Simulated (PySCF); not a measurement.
Computed with TPSSh-D3(BJ)/def2-TZVP // B3LYP-D3(BJ)/def2-TZVP (PySCF). All species are isolated molecules in the gas phase. 

Reference species (SMILES): `[Cl][Sn]([Cl])([Cl])[Cl]` (neutral, multiplicity 1).

```json
{
 "dipole_moment": "0.00 D"
}
```

Changed species: `[SnH4]` (whole molecule; the reference has whole molecule).

Q: Give the shifts of the dipole moment.

A: the dipole moment stays essentially unchanged.
